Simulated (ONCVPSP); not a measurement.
# Reading a pseudo-wave (scandium)

Columns: radius, all-electron u(r) and pseudo u(r) of the 3d shell (level -3.29 eV) of scandium in the configuration [Ne] 3s2 3p6 3d1 4s2; PW91, scalar-relativistic, ONCV scheme, ONCVPSP 4.0.1.

```csv
r (bohr),all-electron,pseudo
0.120,0.0366,0.0032
0.240,0.1554,0.0245
0.360,0.3022,0.0770
0.480,0.4373,0.1653
0.600,0.5454,0.2841
0.720,0.6244,0.4201
0.840,0.6757,0.5556
0.960,0.7032,0.6729
1.080,0.7124,0.7582
1.200,0.7082,0.8049
1.320,0.6947,0.8137
1.440,0.6749,0.7915
1.560,0.6511,0.7487
1.680,0.6249,0.6961
1.800,0.5976,0.6427
1.920,0.5700,0.5942
2.040,0.5426,0.5530
2.160,0.5160,0.5190
2.280,0.4903,0.4907
2.400,0.4657,0.4657
2.520,0.4424,0.4424
2.640,0.4202,0.4202
2.760,0.3991,0.3991
2.880,0.3791,0.3791
3.000,0.3600,0.3600
3.120,0.3417,0.3417
```

(1) How many radial nodes do the two functions have?

(2) At about which radius was the pseudo-wave matched?

(3) Where does each function peak?

(4) Is the pseudo-wave norm-conserving?

## Answers

(1) The all-electron 3d function has n − l − 1 = 0; the pseudo-wave has 0.

(2) 2.40 bohr, where the columns begin to agree (steps of 0.12 bohr).

(3) Outermost all-electron maximum near 1.08 bohr, pseudo maximum near 1.32 bohr (to the table’s step).

(4) Yes: the ONCV scheme keeps the norm inside the radius equal to the all-electron one, which fixes the energy derivative of the logarithmic derivative at the level.
